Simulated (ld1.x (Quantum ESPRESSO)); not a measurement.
# arsenic (As), PAW: configuration errors across variants

```json
{
 "Element": "As (Z = 33)",
 "Generator": "ld1.x (Quantum ESPRESSO) 7.5",
 "Type": "PAW",
 "Functional": "PBEsol",
 "Relativity": "scalar-relativistic",
 "Frozen core": "[Ar]",
 "Valence charge": "15",
 "Reference configuration": "3d10 4s2 4p3",
 "Partial waves": "4s (bound): rcut 1.75, rcutus 2.00 bohr; 4s channel at 1.5 Ry: rcut 1.75, rcutus 2.00 bohr; 4p (bound): rcut 1.40, rcutus 1.90 bohr; 4p channel at 1.2 Ry: rcut 1.40, rcutus 1.90 bohr; 3d (bound): rcut 0.75, rcutus 0.90 bohr; 3d channel at -2.45 Ry: rcut 0.75, rcutus 0.90 bohr",
 "Local potential": "all-electron potential smoothed inside 1.45 bohr (lloc = -2)",
 "Core correction": "a·sin(br)/r model core inside 0.90 bohr",
 "Augmentation charge": "PSQ, inside the norm-conserving radii"
}
```

All-electron excitation energies from the reference (eV): (1) 3d10 4s2 4p2 9.158; (2) 3d10 4s2 4p1 27.099; (3) 3d10 4s2 4p0 54.822; (4) 3d10 4s1 4p3 19.273; (5) 3d10 4s0 4p5 19.073; (6) 3d10 4s2 4p3.3 -1.234; (7) 3d9 4s2 4p4 40.095.

1 further variants failed, have other tests or too few solved ones, and are left out.

Errors AE − PS in meV (a dash: test not solved or not reliable):

```tsv
change	(1)	(2)	(3)	(4)	(5)	(6)	(7)	bound ghosts
base	-1.3	-4.4	-11	-2.4	-2.4	+0.2	-248	none
waves 4p (bound): rcut 1.40, rcutus 1.66 bohr; 4p channel at 1.2 Ry: rcut 1.40, rcutus 1.66 bohr	-1.3	-4.4	-11	-2.4	-2.4	+0.2	-270	none
core correction a·sin(br)/r model core, default radius (ld1.x builds one for every PAW set, though the input has nlcc=.false.)	-1.2	-4.0	-10	-2.1	-2.1	+0.1	-241	none
waves 4s (bound): rcut 1.75, rcutus 2.68 bohr; 4s channel at 1.5 Ry: rcut 1.75, rcutus 2.68 bohr	-1.3	-3.6	-6.0	-2.3	-1.9	+0.2	-63	none
wave 4p channel at 1.2 Ry: rcut 1.40, rcutus 1.90 bohr becomes 4p channel at 2.55 Ry: rcut 1.40, rcutus 1.90 bohr	-1.3	-4.3	-11	-2.2	-2.2	+0.1	-247	none
local potential all-electron potential smoothed inside 1.24 bohr (lloc = -2)	-1.4	-4.4	-11	-2.4	-2.4	+0.2	-187	none
all radii but the core radius scaled by about 1.04 (s 2.08, p 1.98, d 0.94 bohr, rcut 1.82/1.46/0.78); local potential all-electron potential smoothed inside 1.52 bohr (lloc = -2)	-1.3	-4.4	-11	-2.4	-2.4	+0.2	-253	none
```

**Question.** Give the same row for: waves 3d (bound): rcut 0.75, rcutus 0.82 bohr; 3d channel at -2.45 Ry: rcut 0.75, rcutus 0.82 bohr.

**Answer.** -1.3, -4.4, -11, -2.4, -2.4, +0.1, -228; bound ghosts: none.
